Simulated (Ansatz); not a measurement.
The cluster Zn₂Se₂⁻, relaxed as a doublet with UKS PBE-D4/def2-SVPD in Ansatz, starting from the GFN1-xTB geometry. Force threshold 0.02 eV/Å.

The highest occupied level of the charge -1 doublet lies above zero (up to 0.07 eV). By energy differences its removal costs 1.99 eV (vertical, to the charge 0 singlet, at PBE0-D4/def2-TZVPD). The relaxation made no stability test and no search for a lower SCF solution. The structure comes from a short search, and lower isomers may exist.

Start:

| atom | x (Å) | y (Å) | z (Å) |
| --- | --- | --- | --- |
| Zn1 | 1.3294 | -0.9216 | -0.1932 |
| Zn2 | -0.8384 | 0.5812 | 0.1220 |
| Se3 | -0.7051 | -0.8742 | 1.9335 |
| Se4 | 0.2141 | 1.2146 | -1.8623 |

```
step   energy (eV)  largest force component (eV/Å)  SCF passes
   1  -227479.7518                           0.804          20
   2  -227479.9785                           0.285          27
   3  -227480.0703                           0.469          30
   4  -227480.0992                           0.131          23
   5  -227480.1006                           0.239          21
   6  -227480.1048                           0.016          23
```

Force components are those of the run's own axes.

End:

```xyz
4

Zn    1.096   -0.762   -0.156
Zn   -1.096    0.762    0.156
Se   -0.411   -0.939    1.704
Se    0.411    0.939   -1.704
```

By distances, no bond broke or formed. The bond that changes most is Zn1–Se3, from 2.94 to 2.40 Å (atoms count from 1).

No frequencies were taken in this run, so the end may be a saddle point.

Run time 7.5 s (4 threads of Intel Xeon 6975P-C on a shared host).
